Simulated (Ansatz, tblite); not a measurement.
Cost and result up the ladder for the cluster Zr₄O₁₀H₄ (the lowest singlet isomer of a short search) (18 atoms). Total charge 0; singlet. Geometry: PBE-D4/def2-SVP.

Cartesian coordinates in Å:
```
Zr -0.754 0.330 1.427
Zr 1.253 -2.381 0.929
Zr -1.058 1.962 -1.458
Zr 1.370 0.206 -1.070
O -2.143 2.603 -2.933
O 2.629 -1.540 -0.532
O -1.011 2.357 0.632
O -0.616 0.035 -1.247
O -0.189 -1.614 2.308
O -0.823 -1.749 0.948
O -2.238 1.518 0.373
O 0.914 2.037 -1.743
O 1.333 -1.932 -1.184
O 1.144 0.405 0.849
H -2.655 2.942 -3.680
H 1.379 -4.243 1.047
H -1.055 0.848 3.190
H 2.521 -1.784 2.143
```

Ansatz on 4 threads of Intel Xeon Platinum 8488C on a shared host; xTB runs through tblite on one thread. Times are rough, summed over both states, and most runs start from the orbitals of an earlier one. PBE0-D4/def2-SVP serves as the yardstick here, not as an exact answer. The other state is a doublet.

In the def2 sets Zr takes a core potential; there is no spin–orbit coupling. The xTB rows come from tblite. The structure holds 3 bonds between oxygen atoms, so isomers without such links may lie far lower. HOMO above LUMO, or a gap near zero within one spin, warns that the state may not be the lowest or that an electron is smeared out. The structure comes from a short search, and lower isomers may exist.

Raw xTB energies of ions are shifted by several eV.

```json
{"level": "PBE0-D4/def2-SVP", "functions": "284", "vertical IE (eV)": "9.39", "difference from PBE0-D4/def2-SVP (eV)": "0.00", "remarks": "–"}
{"level": "PBE-D4/def2-SVP", "functions": "284", "vertical IE (eV)": "8.69", "difference from PBE0-D4/def2-SVP (eV)": "-0.71", "remarks": "gap within one spin near zero (+1 doublet)"}
{"level": "GFN2-xTB", "functions": "80", "vertical IE (eV)": "13.11", "difference from PBE0-D4/def2-SVP (eV)": "3.71", "remarks": "–"}
{"level": "GFN1-xTB", "functions": "84", "vertical IE (eV)": "13.04", "difference from PBE0-D4/def2-SVP (eV)": "3.64", "remarks": "–"}
```

Q: Estimate how long each takes.

A: GFN2-xTB 0.083 s; GFN1-xTB 0.09 s; PBE-D4/def2-SVP 21 s; PBE0-D4/def2-SVP 50 s. On shared hardware such times vary by a factor of up to 3.
